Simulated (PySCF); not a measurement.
MP cations for M along the fifth-period p block

CCSD(T) with double-zeta basis sets in PySCF, for the lowest determinant that a PBE0 search found; no spin–orbit coupling. De refers to high-spin ground-configuration atoms (the charge goes to the atom of lower measured ionisation energy or higher electron affinity, which is not always the lowest computed limit).

| M | basis | reference, frozen orbitals | charged atom | state (unpaired electrons) | Re (Å) | ωe (cm⁻¹) | De (eV) |
| --- | --- | --- | --- | --- | --- | --- | --- |
| In | def2-SVPD | UHF, 9 | In+ | quartet (σ ↑, π ↑↑) | 3.203 | 87.4 | 0.29 |
| Te | def2-SVPD | RHF, 9 | Te+ | singlet (closed shell) | 2.222 | 495 | 3.39 |
| I | x2c-SVPall | ROHF, 23 | I+ | doublet (π ↑) | 2.310 | 424 | 3.36 |

The shortest bond is that of TeP⁺ (2.222 Å), the longest that of InP⁺ (3.203 Å).

The rows differ in basis set, which adds steps of its own.

The state changes along the series, so neighbouring rows are not always alike in their bonding.

Correlated steps freeze the inner cores (9 to 23 orbitals); shallow outer-core shells are correlated. UHF and ROHF references stand side by side, which adds small steps between rows. Weak bonds: InP⁺. Basis-set superposition, not corrected here, can be much of De in a small basis, most of all at correlated wavefunction levels. Spin–orbit coupling is left out, which matters for elements this heavy, above all for dissociation energies. For an ion De counts to the pair picked by the measured ionisation energies or electron affinities, which need not be the lowest pair at this level. Where the molecule has an RHF reference, its open-shell atoms are computed with UHF. The CCSD T1 diagnostic is raised in TeP⁺, a sign that a single reference may not be enough there. States were picked by a PBE0 search and need not be the measured ground states.
